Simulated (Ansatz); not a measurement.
Ansatz results at the PBE0-D4/def2-TZVP geometry: size of the dipole moment (B3LYP/def2-TZVPP) 1.17 D; size of the dipole moment (ωB97M-V/def2-TZVPP) 1.14 D; LUMO energy (PBE/def2-TZVPP) -1.61 eV.

Each molecule was computed in one conformer, which needn't be the lowest.

(1) Which molecule gave them?
A. `[AlH2]/[CH]=C/B[SiH3]`
B. `O[SiH](O)CCl`
C. `B/C=C\[SiH](N)F`
D. `[F][SnH2][CH2]Cl`

Answers

(1) D. The others give `B/C=C\[SiH](N)F`: 2.63, 2.56, -3.35; `[AlH2]/[CH]=C/B[SiH3]`: 1.29, 1.31, -3.81; `O[SiH](O)CCl`: 1.53, 1.55, -0.92.

B3LYP here is the variant with VWN-RPA as its local correlation; programs differ in this.
